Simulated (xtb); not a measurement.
CH₃Cd, charge +1, singlet, from a rough starting geometry (GFN-xTB shapes and energies of metal compounds can be far from the true ones); GFN2-xTB (xtb).

The xtb input:
```
$ xtb mol.xyz --gfn 2 --chrg 1 --opt vtight --json

# file mol.xyz
5

Cd    -1.34288839    -0.84021529    -1.03793126
C      0.20875205     0.13578491     0.09815169
H      0.69294377    -0.69242376     0.63332241
H     -0.37969058     0.75610452     0.84744321
H      0.79585587     0.64827205    -0.54692378
```

**Question.** Write the output that xtb gives for this input, abridged.

**Answer.** 
```
   ID    Z sym.   atoms
    1   48 Cd     1
    2    6 C      2
    3    1 H      3-5

           -------------------------------------------------
          |                Calculation Setup                |
           -------------------------------------------------

           -------------------------------------------------
          |                 G F N 2 - x T B                 |
           -------------------------------------------------

          ...................................................
          :                      SETUP                      :
          :.................................................:
          :  # basis functions                  11          :
          :  # atomic orbitals                  11          :
          :  # shells                            7          :
          :  # electrons                         8          :
          :  max. iterations                   250          :
          :  Hamiltonian                  GFN2-xTB          :
          :  restarted?                      false          :
          :  GBSA solvation                  false          :
          :  PC potential                    false          :
          :  electronic temp.          300.0000000     K    :
          :  accuracy                    1.0000000          :
          :  -> integral cutoff          0.2500000E+02      :
          :  -> integral neglect         0.1000000E-07      :
          :  -> SCF convergence          0.1000000E-05 Eh   :
          :  -> wf. convergence          0.1000000E-03 e    :
          :  Broyden damping             0.4000000          :
          :  net charge                          1          :
          :  unpaired electrons                  0          :
          ...................................................

 iter      E             dE          RMSdq      gap      omega  full diag
   1     -3.7616944 -0.376169E+01  0.154E+01    4.24       0.0  T
   2     -3.6500233  0.111671E+00  0.654E+00    4.16       1.0  T
   3     -3.4926756  0.157348E+00  0.116E+01    4.21       1.0  T
   4     -3.7617656 -0.269090E+00  0.293E+00    4.20       1.0  T
   5     -3.7995956 -0.378300E-01  0.167E+00    4.24       1.0  T
   6     -3.8101845 -0.105888E-01  0.101E+00    4.16       1.0  T
   7     -3.8165352 -0.635069E-02  0.713E-02    4.05       1.0  T
   8     -3.8165575 -0.223446E-04  0.294E-02    4.05       1.5  T
   9     -3.8165572  0.310540E-06  0.202E-02    4.05       2.2  T
[...]
         :: total energy              -3.754768717133 Eh    ::
 * total energy  :    -3.7547687 Eh     change       -0.3212470E-09 Eh
 * total energy  :    -3.7599478 Eh     change       -0.5179114E-02 Eh
 * total energy  :    -3.7603825 Eh     change       -0.4346912E-03 Eh
 * total energy  :    -3.7604588 Eh     change       -0.7624610E-04 Eh
 * total energy  :    -3.7604975 Eh     change       -0.3875039E-04 Eh
 * total energy  :    -3.7604797 Eh     change        0.1786513E-04 Eh
 * total energy  :    -3.7605146 Eh     change       -0.3489954E-04 Eh
 * total energy  :    -3.7605175 Eh     change       -0.2969789E-05 Eh
 * total energy  :    -3.7605188 Eh     change       -0.1307911E-05 Eh
 * total energy  :    -3.7605188 Eh     change       -0.1167902E-08 Eh
   *** GEOMETRY OPTIMIZATION CONVERGED AFTER 10 ITERATIONS ***
         :: total energy              -3.760518832264 Eh    ::
[...]
        10                          0.0013458               0.0366
        11                          0.1768432               4.8121
      -------------------------------------------------------------
                  HL-Gap            0.1509425 Eh            4.1074 eV
             Fermi-level           -0.6180831 Eh          -16.8189 eV

     #   Z          covCN         q      C6AA      α(0)
     1  48 Cd       0.843     0.539   357.886    42.903
     2   6 C        3.611    -0.126    23.490     6.998
     3   1 H        0.925     0.196     1.121     1.656
     4   1 H        0.925     0.196     1.121     1.656
     5   1 H        0.925     0.196     1.121     1.656

 Mol. C6AA /au·bohr⁶  :        708.636060
 Mol. C8AA /au·bohr⁸  :      47624.628447
 Mol. α(0) /au        :         54.868929

Wiberg/Mayer (AO) data.
largest (>0.10) Wiberg bond orders for each atom

 ---------------------------------------------------------------------------
     #   Z sym  total        # sym  WBO       # sym  WBO       # sym  WBO
 ---------------------------------------------------------------------------
     1  48 Cd   1.365 --     2 C    1.190
     2   6 C    3.897 --     1 Cd   1.190     5 H    0.902     3 H    0.902
                             4 H    0.902
     3   1 H    0.962 --     2 C    0.902
     4   1 H    0.962 --     2 C    0.902
     5   1 H    0.962 --     2 C    0.902
 ---------------------------------------------------------------------------

Topologies differ in total number of bonds
Writing topology from bond orders to xtbtopo.mol

molecular dipole:
                 x           y           z       tot (Debye)
 q only:       -0.985      -0.610      -0.767
   full:       -1.633      -1.016      -1.275       5.864
molecular quadrupole (traceless):
                xx          xy          yy          xz          yz          zz
 q only:        1.582       2.974      -1.319       3.724       2.327      -0.263
  q+dip:        3.053       5.748      -2.545       7.195       4.499      -0.508
   full:        2.451       4.604      -2.043       5.766       3.602      -0.408

optimized geometry written to: xtbopt.xyz

           -------------------------------------------------
          | TOTAL ENERGY               -3.760518832264 Eh   |
          | GRADIENT NORM               0.000045912304 Eh/α |
          | HOMO-LUMO GAP               4.107353413644 eV   |
           -------------------------------------------------

normal termination of xtb
```
